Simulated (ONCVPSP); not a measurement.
Before and after: ONCV potential for tin

tin (Sn), optimised norm-conserving Vanderbilt (ONCV), made with ONCVPSP 4.0.1 (LDA (Perdew-Zunger), fully relativistic). Core [Ar] 3d10, reference 4s2 4p6 4d10 5s1 5p3. Waves: 4s+5s: rc 1.50 bohr, ncon 3, nbas 6, qcut 8.3 1/bohr, 2 projectors; 4p+5p: rc 1.30 bohr, ncon 3, nbas 7, qcut 12.6 1/bohr, 2 projectors; 4d: rc 1.50 bohr, ncon 4, nbas 8, qcut 9 1/bohr, 1 projector. Local part: polynomial inside 1.25 bohr (lpopt 5, dvloc0 0 Ha). Core correction: Teter function, fcfact 4.75, rcfact 1.15.

Open shells are filled in proportion to 2j + 1.

Change: local potential polynomial inside 1.25 bohr (lpopt 5, dvloc0 9 Ha).

Cutoffs: the cutoffs (Ha) at which the residual kinetic energy of the hardest occupied pseudo-wave falls to 1 and 0.1 mHa per electron; they do not see the model core or the augmentation charge, which bear on the density cutoff. Errors are all-electron minus pseudo energies relative to the spin-unpolarised reference configuration.

Question: Predict the effect on cutoff, ghosts and configuration errors.

Answer: The potential gets neither clearly harder nor softer (48 Ha and 58 Ha → 48 Ha and 58 Ha); of the 4 tests that both files solve, the error grows in 0 and shrinks in 1 by more than 15 % and 0.3 meV (median size 1.6 → 1.6 meV); neither file shows a bound ghost.

```csv
quantity,base,changed
"cutoff, loose",48 Ha,48 Ha
"cutoff, tight",58 Ha,58 Ha
bound ghosts,none,none
GHOST(+) flags under 300 eV,none,none
"error for 4s2 4p6 4d10 5s2 5p2, meV [ΔE -7.05 eV]",-1.7,-1.7
"error for 4s2 4p6 4d10 5s2 5p1, meV [ΔE 0.06 eV]",-1.4,-1.4
"error for 4s2 4p6 4d10 5s2 5p0, meV [ΔE 14.34 eV]",-0.6,-0.5
"error for 4s2 4p6 4d9 5s2 5p2, meV [ΔE 25.70 eV]",+13,+6.4
s: phases at 1.52 bohr within 0.05 rad from the reference energy up to (Ha; the scan ends near 5),to the end of the scan,to the end of the scan
p3/2: phases at 1.32 bohr within 0.05 rad from the reference energy up to (Ha; the scan ends near 5),to the end of the scan,to the end of the scan
p1/2: phases at 1.32 bohr within 0.05 rad from the reference energy up to (Ha; the scan ends near 5),to the end of the scan,to the end of the scan
d5/2: phases at 1.52 bohr within 0.05 rad from the reference energy up to (Ha; the scan ends near 5),2.4,1.8
d3/2: phases at 1.52 bohr within 0.05 rad from the reference energy up to (Ha; the scan ends near 5),2.2,1.8
"rms error of d²Exc/dni dnj with the model core, mHa",4.98,4.98
```
